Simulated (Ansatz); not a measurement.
Cartesian coordinates in Å:
```
C 0.466 1.113 2.031
C -0.103 0.174 0.997
O 0.686 0.227 -0.173
Si 0.460 -0.783 -1.451
N -1.037 -0.670 -2.263
H 0.479 2.136 1.651
H 1.490 0.829 2.283
H -0.136 1.089 2.943
H -1.139 0.453 0.761
H -0.125 -0.853 1.390
H 1.554 -0.411 -2.375
H 0.537 -2.192 -0.976
H -1.306 0.131 -2.808
H -1.825 -1.241 -2.011
```

Charge 0, multiplicity 1.

Problem. List the PBE0/def2-TZVPP orbital energies in eV (the Gaussian-basis code of Ansatz). (An estimate is asked.)

Solution. Ansatz gave: Occupied: -1802.72, -522.32, -390.78, -279.44, -277.78, -144.93, -99.61, -99.59, -99.58, -28.19, -23.73, -20.99, -17.26, -15.19, -13.89, -13.25, -13.14, -11.83, -11.01, -10.64, -10.14, -9.46, -8.73, -8.06, -7.57. Lowest empty: 0.72, 1.40, 1.84, 2.34, 2.65, 2.68, 2.83, 3.11.
